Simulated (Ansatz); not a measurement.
Start from `C/C=[CH]/[AlH2]` and change one atom or group to get `C/C=C/O`.

Ansatz, PBE0-D4/def2-TZVP geometries, multiplicity 1. Each molecule was computed in one conformer, which needn't be the lowest.

```tsv
property	`C/C=[CH]/[AlH2]`
HOMO–LUMO gap (ωB97M-V/def2-TZVPP) / eV	10.07
HOMO energy (PBE0/def2-TZVPP) / eV	-7.66
LUMO energy (B3LYP/def2-TZVPP) / eV	-1.68
LUMO energy (PBE0/def2-TZVPP) / eV	-1.47
size of the dipole moment (ωB97M-V/def2-TZVPP) / D	1.48
LUMO energy (PBE/def2-TZVPP) / eV	-2.28
```

Task: Give the same properties after the change, and the shifts. (Best estimate.)

Result: Computed: 
```tsv
property	`C/C=C/O`	shift
HOMO–LUMO gap (ωB97M-V/def2-TZVPP) / eV	11.29	1.22
HOMO energy (PBE0/def2-TZVPP) / eV	-6.40	1.26
LUMO energy (B3LYP/def2-TZVPP) / eV	0.74	2.42
LUMO energy (PBE0/def2-TZVPP) / eV	1.01	2.48
size of the dipole moment (ωB97M-V/def2-TZVPP) / D	1.17	-0.31
LUMO energy (PBE/def2-TZVPP) / eV	-0.01	2.27
```

With PBE0 the HOMO rises by 1.26 eV and the LUMO rises by 2.48 eV, so the gap widens by about 1.22 eV. PBE moves the HOMO by 1.40 eV and ωB97M-V by 1.22 eV. The zero-point energy changes by 5.4 kJ/mol with -3 modes. Dipoles are sizes alone; their direction can turn.

B3LYP here is the variant with VWN-RPA as its local correlation; programs differ in this.
